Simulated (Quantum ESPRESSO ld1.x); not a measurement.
Values are calculated unless marked as measured or tabulated.
Sm2+, 60 electrons, occupied as [Xe] 4f5 6p1 (not the ground configuration).

Code: ld1.x of Quantum ESPRESSO 7.5. Model: Dirac Kohn-Sham, PBEsol, spin-unpolarised, spherical densities, point nucleus; open shells fill j = l - 1/2 first.

Energy parts (hartree):
part                     energy
total                 -10429.93
kinetic                11310.09
electron-nucleus      -25511.68
Hartree                 4003.51
exchange-correlation    -231.85

Orbitals (lengths in bohr, moments of r in powers of bohr):
orbital  occ.  eigenvalue (hartree)      <r^4>   <1/r>
1s1/2       2              -1713.87  1.318e-06   68.81
2s1/2       2              -280.665  0.0002116   16.35
2p1/2       2              -266.086  0.0001316   16.33
2p3/2       4              -243.947  0.0001697   14.56
3s1/2       2              -62.1845   0.008344   5.942
3p1/2       2              -55.9116   0.007641   5.857
3p3/2       4              -51.4304   0.009248   5.410
3d3/2       4              -40.5472   0.006807   5.284
3d5/2       6              -39.5738   0.007223   5.172
4s1/2       2              -13.0507     0.2079   2.481
4p1/2       2              -10.6449     0.2387   2.375
4p3/2       4              -9.65505     0.2883   2.224
4d3/2       4              -5.69368     0.4215   2.007
4d5/2       6              -5.51611     0.4480   1.970
4f5/2       5              -0.92758      2.931   1.441
4f7/2       0              -0.90560      3.097   1.426
5s1/2       2              -2.33946      6.685  0.9663
5p1/2       2              -1.67048      10.71  0.8592
5p3/2       4              -1.52674      13.23  0.8077
5d3/2       0              -0.65631      62.12  0.5638
5d5/2       0              -0.64270      66.54  0.5531
6s1/2       0              -0.59842      240.8  0.3733
6p1/2       1              -0.45491      447.8  0.3165
6p3/2       0              -0.43481      519.1  0.3035

The highest occupied level is 6p1/2 at -12.379 eV. The configuration is held as typed, so some empty levels lie below it. Summed over all electrons, <r^2> = 54.24 bohr^2, which gives a Langevin (diamagnetic) susceptibility term of -43 x 10^-6 cm^3/mol. The density falls to 0.001 e/bohr^3 at r = 4.58 bohr.
